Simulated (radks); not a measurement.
The numbers below are computed, except where a source is named.
Al2+, 11 electrons, occupied as [He] 2s2 2p5.5 3s1 4f0.5 (fractional occupations, a model configuration).

Level of theory: non-relativistic Kohn-Sham, TPSS, spin-polarised, spherical densities, point nucleus; open shells are filled with parallel spins first; meta-GGA in the generalised Kohn-Sham scheme (a radial shooting solver on a logarithmic mesh with Libxc functionals).

Energy parts (hartree):
| part | energy |
|---|---|
| total | -239.79044 |
| kinetic | 239.45553 |
| electron-nucleus | -560.15520 |
| Hartree | 98.53108 |
| exchange-correlation | -17.62186 |

Orbitals (lengths in bohr, moments of r in powers of bohr):
\begin{tabular}{lrrr}
orbital & occ. & eigenvalue (hartree) & <r^4> \\ \hline
1s up & 1 & -57.08848 & 0.0009844 \\
1s down & 1 & -57.05470 & 0.0009825 \\
2s up & 1 & -5.27609 & 0.3756 \\
2s down & 1 & -5.21127 & 0.3770 \\
2p up & 3 & -3.86049 & 0.4093 \\
2p down & 2.5 & -3.79241 & 0.4112 \\
3s up & 1 & -1.06870 & 35.24 \\
4f up & 0.5 & -0.20519 & 3201 \\
\end{tabular}

The highest occupied level is 4f up at -5.584 eV. The electron density at the nucleus is 1407 e/bohr^3.

Empty levels of this run are not shown, since the potential may be unsettled where no density lies.
